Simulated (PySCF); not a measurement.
## Calculated data, CH₅B₂O, BH₅NSi, B₂FH₃N, B₃H₃N and others

Computed with PySCF 2.14.0. Calculation on a computer-drawn molecule: the log of a Hartree-Fock and frozen-core CCSD(T) single point meant for a local Hartree-Fock minimum, with one planted fault or none, to be diagnosed. Offsets are logged minus clean, where the clean run is the same molecule without the fault. The reference is restricted for singlets and unrestricted otherwise, and also for a bond in bohr or an excited solution. Adding or removing an electron swaps singlet and doublet. The excited solution moves the top pair (singlet) or top alpha electron (doublet) to the lowest empty orbital. Highest occupied and lowest empty are orbital energies over both spins, largest force is the largest gradient component, triples share is (T) over the correlation energy, the T1 limit is 0.02 restricted and 0.045 unrestricted, electrons count all cores, a negative frequency is imaginary (commonest isotopes), and the dipole is about the centre of nuclear charge.

Common to all runs: logged SCF converged yes; logged SCF stable within its kind yes; possible faults no fault, one electron removed, one electron added, multiplicity raised by two, geometry at a saddle point, SCF held on an excited solution, minimal basis STO-3G, one bond length entered in bohr, all coordinates scaled.

(1) CH₅B₂O

Logged structure:
```xyz
9
CH5B2O
B     -0.3577    -2.4941    -1.5201
O      0.0820    -0.9784    -1.3378
B      1.1741    -0.3772    -1.4987
C      2.3787     0.3631    -1.6614
H     -0.7391    -2.8833    -0.4163
H      0.6157    -3.1339    -1.9201
H     -1.2750    -2.4953    -2.3409
H      3.0944     0.4694    -0.8567
H      2.6472     0.8120    -2.6087
```

* meant charge: -1
* meant multiplicity: 1
* meant basis: aug-cc-pVDZ
* logged electrons: 30
* logged basis functions: 137
* logged spin squared: 0
* logged highest occupied: -3.6269 eV
* logged lowest empty: 3.7586 eV
* logged largest force: 2.403e-05 hartree/bohr
* logged lowest frequency: 50.824 cm⁻¹
* logged T1 diagnostic: 0.014638
* logged D1 diagnostic: 0.046175
* logged triples share: 0.034086
* logged CC converged: yes
* logged dipole magnitude: 2.7267 debye
* logged energy HF: -165.06869 hartree
* logged energy CCSD(T): -165.66633 hartree
* planted fault: no fault
* HF energy offset from clean run: 0 kcal/mol
* CCSD(T) energy offset from clean run: 0 kcal/mol

Drawn bonds:
```tsv
atom	other atom	order
1	2	1
2	3	1
3	4	2
1	5	1
1	6	1
1	7	1
4	8	1
4	9	1
```

(2) BH₅NSi

Logged structure:
```xyz
8
BH5NSi
B      0.4986     2.8734    -0.2226
Si     1.9549     1.4950     0.0279
N      2.8990     0.6635    -0.9943
H      0.2856     3.1221    -1.4032
H     -0.4915     2.3954     0.3457
H      0.8903     3.8654     0.4056
H      2.2302     1.1626     1.4917
H      3.5546     0.0284    -0.5721
```

- meant charge: -1
- meant multiplicity: 1
- meant basis: aug-cc-pV(D+d)Z
- logged electrons: 32
- logged basis functions: 123
- logged spin squared: 2.0309
- logged highest occupied: -0.41497 eV
- logged lowest empty: 3.2466 eV
- logged largest force: 0.068253 hartree/bohr
- logged dipole magnitude: 1.606 debye
- logged energy HF: -370.81666 hartree
- planted fault: multiplicity raised by two
- HF energy offset from clean run: 95.57 kcal/mol

Drawn bonds:
```tsv
atom	other atom	order
1	2	1
2	3	2
1	4	1
1	5	1
1	6	1
2	7	1
3	8	1
```

Notes: coupled-cluster numbers left out as unreliable.

(3) B₂FH₃N

Logged structure:
```xyz
7
B2FH3N
B     -2.1330     1.7980     1.7440
B     -0.8682     0.6958     1.9618
N     -0.4736     0.1628     3.1894
F     -0.2132     0.2575     0.8604
H     -2.3431     2.9697     1.6862
H      0.2581    -0.5153     3.2574
H     -0.8940     0.4028     4.0609
```

- meant charge: 0
- meant multiplicity: 2
- meant basis: cc-pVDZ
- logged electrons: 29
- logged basis functions: 23
- logged spin squared: 0.7561
- logged highest occupied: -6.7809 eV
- logged lowest empty: 6.7817 eV
- logged largest force: 0.032688 hartree/bohr
- logged T1 diagnostic: 0.016382
- logged D1 diagnostic: 0.07348
- logged triples share: 0.032909
- logged CC converged: yes
- logged dipole magnitude: 1.6454 debye
- logged energy HF: -202.25491 hartree
- logged energy CCSD(T): -202.41588 hartree
- planted fault: minimal basis STO-3G
- HF energy offset from clean run: 1747 kcal/mol
- CCSD(T) energy offset from clean run: 1981 kcal/mol

Drawn bonds:
```tsv
atom	other atom	order
1	2	1
2	3	1
2	4	1
1	5	1
3	6	1
3	7	1
```

(4) B₃H₃N

Logged structure:
```xyz
7
B3H3N
B     -1.9976     3.2406    -2.2389
B     -1.0007     2.6439    -1.0112
N     -0.1920     2.1788    -0.1357
B      0.7085     1.6587     0.8538
H     -3.1121     3.7071    -2.3629
H      0.7010     0.4569     1.1192
H      1.4860     2.4158     1.4344
```

- meant charge: 0
- meant multiplicity: 2
- meant basis: cc-pVDZ
- logged electrons: 25
- logged basis functions: 71
- logged spin squared: 0.7585
- logged highest occupied: -9.7573 eV
- logged lowest empty: 0.26778 eV
- logged largest force: 0.022669 hartree/bohr
- logged T1 diagnostic: 0.021669
- logged D1 diagnostic: 0.066456
- logged triples share: 0.037906
- logged CC converged: yes
- logged dipole magnitude: 2.1668 debye
- logged energy HF: -130.21045 hartree
- logged energy CCSD(T): -130.63813 hartree
- planted fault: all coordinates scaled, by +2.4 %
- HF energy offset from clean run: 2.542 kcal/mol
- CCSD(T) energy offset from clean run: -0.07853 kcal/mol

Drawn bonds:
```tsv
atom	other atom	order
1	2	1
2	3	2
3	4	1
1	5	1
4	6	1
4	7	1
```

(5) B₂HO

Logged structure:
```xyz
4
B2HO
B     -0.8147     0.0213     1.3100
B     -1.0149    -2.8674     0.0393
O     -1.1387    -3.9590    -0.4131
H     -0.0189     0.9000     1.2723
```

* meant charge: 0
* meant multiplicity: 2
* meant basis: cc-pVDZ
* logged electrons: 19
* logged basis functions: 47
* logged spin squared: 1.2237
* logged highest occupied: -10.664 eV
* logged lowest empty: 0.79927 eV
* logged largest force: 0.018099 hartree/bohr
* logged T1 diagnostic: 0.058696
* logged D1 diagnostic: 0.19473
* logged triples share: 0.032259
* logged CC converged: yes
* logged dipole magnitude: 4.4072 debye
* logged energy HF: -124.66619 hartree
* logged energy CCSD(T): -124.99958 hartree
* planted fault: one bond length entered in bohr, row 1 of the drawn bonds
* HF energy offset from clean run: 77.4 kcal/mol
* CCSD(T) energy offset from clean run: 83.01 kcal/mol

Drawn bonds:
```tsv
atom	other atom	order
1	2	1
2	3	2
1	4	1
```

Notes: T1 above single-reference limit.

(6) B₃H₄

Logged structure:
```xyz
7
B3H4
B     -0.0621    -0.7719    -0.3389
B      1.4712    -0.8062    -0.3703
B      1.2882    -0.8722     1.3761
H     -1.2173    -0.7549    -0.0962
H      2.4954    -0.8062    -0.9647
H      2.2844    -0.9228     2.0420
H      0.2546    -0.8728     1.9924
```

- meant charge: 0
- meant multiplicity: 2
- meant basis: cc-pVDZ
- logged electrons: 19
- logged basis functions: 19
- logged spin squared: 0.7538
- logged highest occupied: -7.1511 eV
- logged lowest empty: 3.8208 eV
- logged largest force: 0.035965 hartree/bohr
- logged T1 diagnostic: 0.022968
- logged D1 diagnostic: 0.082339
- logged triples share: 0.022141
- logged CC converged: yes
- logged dipole magnitude: 1.0474 debye
- logged energy HF: -75.27955 hartree
- logged energy CCSD(T): -75.42974 hartree
- planted fault: ?

Drawn bonds:
```tsv
atom	other atom	order
1	2	1
2	3	1
1	4	1
2	5	1
3	6	1
3	7	1
```

Question: Give the missing planted fault for B₃H₄ (entry 6).
Answer: minimal basis STO-3G

Further results for B₃H₄ (entry 6):

* HF energy offset from clean run: 614.5 kcal/mol
* CCSD(T) energy offset from clean run: 702.1 kcal/mol
